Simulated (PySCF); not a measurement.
Compound: CH₁₀Si₃.
Atom-mapped SMILES: `[SiH3:1][CH2:2][SiH2:3][SiH3:4]` (hydrogens: H5, H6, H7 on Si1; H8, H9 on C2; H10, H11 on Si3; H12, H13, H14 on Si4)

Structure used (PBE0-D3(BJ)/def2-SVP), in Å, numbered top down from 1:
```
atom  x, y, z in Å
Si1   -1.864    0.276    0.677
C2    -1.182   -0.121   -1.031
Si3    0.525   -0.931   -1.039
Si4    2.087    0.343    0.168
H5    -3.250    0.830    0.590
H6    -1.893   -0.954    1.528
H7    -0.990    1.289    1.348
H8    -1.125    0.816   -1.612
H9    -1.888   -0.784   -1.559
H10    0.443   -2.293   -0.422
H11    1.015   -1.094   -2.445
H12    3.471   -0.167   -0.081
H13    1.813    0.273    1.637
H14    2.024    1.777   -0.257
```

Computed, not measured: core-valence-separated Tamm–Dancoff BHandHLYP/aug-pcX-1 (pcseg-1 on H, def2-SVPD on Si) in PySCF, non-relativistic, gas phase, PBE0-D3(BJ)/def2-SVP geometry. No empirical shift is added; at this level the pattern usually sits a few eV under experiment.

Question: Give energies, oscillator strengths and core holes at the C K edge.

Answer: 
```
E (eV)       f  core hole on  main final orbital
284.93  0.0005            C2         LUMO (88 %)
285.63  0.0311            C2              spread
285.76  0.0337            C2              spread
285.97  0.0040            C2       LUMO+2 (74 %)
286.08  0.0291            C2              spread
286.51  0.0055            C2       LUMO+5 (31 %)
286.75  0.0016            C2       LUMO+3 (39 %)
```

The first line with a tenth or more of the strongest one's intensity is at 285.63 eV (f = 0.031), with the hole on C2 (sp3 carbon bound to silicon). The strongest listed is at 285.76 eV (f = 0.034; C2).

Roots within 0.03 eV whose holes lie on the same, on equivalent or on shared atoms are summed into one line, and the highest roots are left out, as the search may have cut off their partners. Final orbitals are the ground state's empty Kohn–Sham orbitals.

Question: What length of transition dipole belongs to the line at 285.76 eV?

Answer: From f = (2/3) ΔE |μ|² in atomic units, with ΔE = 10.501 Eh and f = 0.0337: |μ| = 0.069 au = 0.18 D.

Only the lowest roots of each edge were sought.

On one thread, Arm Neoverse V1 (aarch64), shared host with 32 logical CPUs at a one-minute load of 11, this took 6.8 s and 0.70 GiB of memory at its peak.

One conformer stands for the species.
